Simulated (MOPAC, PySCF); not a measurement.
H3InS, SMILES `[SH][InH2]` (H–S–In–H torsion 180°), neutral singlet in the gas phase. 

Cartesian coordinates (Å):
```xyz
5

S      1.6756    -0.3666     0.2574
In    -0.6989    -0.2167    -0.1430
H      1.8483     0.9565     0.4151
H     -1.4491    -1.7349    -0.4205
H     -1.3758     1.3617    -0.1091
```
Charge 0, multiplicity 1.

All levels are single points at this geometry (B3LYP-D3(BJ)/def2-TZVP); Pople sets use spherical d functions. Orbital energies aren't observables, and empty levels follow the basis.

```json
[
 {"level": "PBE-D3(BJ)/def2-TZVP in PySCF", "HOMO (eV)": "-6.23", "LUMO (eV)": "-2.41", "gap (eV)": "3.83", "dipole (D)": "1.53", "vertical IE, Delta-SCF (eV)": "–"},
 {"level": "ωB97X-D3(BJ)/def2-TZVP in PySCF", "HOMO (eV)": "-9.75", "LUMO (eV)": "0.01", "gap (eV)": "9.76", "dipole (D)": "1.87", "vertical IE, Delta-SCF (eV)": "–"},
 {"level": "BP86/6-31G* (LANL2DZ on In) in PySCF", "HOMO (eV)": "-6.33", "LUMO (eV)": "-2.49", "gap (eV)": "3.84", "dipole (D)": "1.86", "vertical IE, Delta-SCF (eV)": "–"},
 {"level": "M06-2X/6-31G* (LANL2DZ on In) in PySCF", "HOMO (eV)": "-8.45", "LUMO (eV)": "-1.27", "gap (eV)": "7.18", "dipole (D)": "2.23", "vertical IE, Delta-SCF (eV)": "–"},
 {"level": "SVWN5/6-31G* (LANL2DZ on In) in PySCF", "HOMO (eV)": "-6.31", "LUMO (eV)": "-2.52", "gap (eV)": "3.79", "dipole (D)": "1.93", "vertical IE, Delta-SCF (eV)": "–"},
 {"level": "HF/6-31G* (LANL2DZ on In) in PySCF", "HOMO (eV)": "-10.04", "LUMO (eV)": "0.60", "gap (eV)": "10.64", "dipole (D)": "2.58", "vertical IE, Delta-SCF (eV)": "–"},
 {"level": "PM3 in MOPAC", "HOMO (eV)": "-10.84", "LUMO (eV)": "-3.11", "gap (eV)": "7.73", "dipole (D)": "1.78", "vertical IE, Delta-SCF (eV)": "–"},
 {"level": "PM6 in MOPAC", "HOMO (eV)": "-9.12", "LUMO (eV)": "0.49", "gap (eV)": "9.60", "dipole (D)": "3.57", "vertical IE, Delta-SCF (eV)": "–"},
 {"level": "PM7 in MOPAC", "HOMO (eV)": "-9.08", "LUMO (eV)": "-0.34", "gap (eV)": "8.75", "dipole (D)": "3.69", "vertical IE, Delta-SCF (eV)": "–"}
]
```
